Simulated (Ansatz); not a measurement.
C3H4Se can be A, `[Se]=C1CC1`, or B, `C1=C[Se]C1`.

Program: Ansatz. Geometries: PBE0-D4/def2-TZVP. ΔE: electronic, gas phase. CCSD(T)/CBS adds triple-zeta CCSD(T) − MP2 to the extrapolated MP2 energy (def2 sets, frozen cores). DFT in def2-TZVPP. For Se outer-core shells are correlated without core-valence functions, which leaves a few kJ/mol of doubt a bond. Scalar relativity is left out up to krypton.

(1) Which isomer does CCSD(T)/CBS put lower? Give the gap. (Best estimate.)

(2) Give E(B) − E(A) in kcal/mol with LDA (SPW92), B2PLYP, CCSD/def2-TZVPP, HF/def2-TZVPP, ωB97M-V, CCSD(T)/def2-TZVPP, CCSD(T)/def2-SVP. (Best estimate.)

(3) Does the order hold for the free energy at 298.15 K (harmonic terms from PBE0-D4)? (Best estimate.)

Largest T1 diagnostic: 0.015.

## Answers

(1) Computed: B, by 16.1 kcal/mol.

(2) Ansatz gave: LDA (SPW92) -14.1, B2PLYP -14.3, CCSD/def2-TZVPP -16.3, HF/def2-TZVPP -14.4, ωB97M-V -15.4, CCSD(T)/def2-TZVPP -16.3, CCSD(T)/def2-SVP -10.4. None reverses the order clearly.

(3) Computed: Yes: G(B) − G(A) = -15.8 kcal/mol.

In def2-TZVPP, CCSD(T) changes the Hartree–Fock value by −1.9 kcal/mol (the triples alone add −0.0 kcal/mol) and MP2 by −2.0 kcal/mol. Leaving LDA and LC-ωPBE aside and taking each functional with its dispersion term where it has one, the values, not all of them listed here, spread over 2.5 kcal/mol, from PBE-QIDH to r2SCAN-D4. LDA lies −0.9 kcal/mol from PBE without D4.
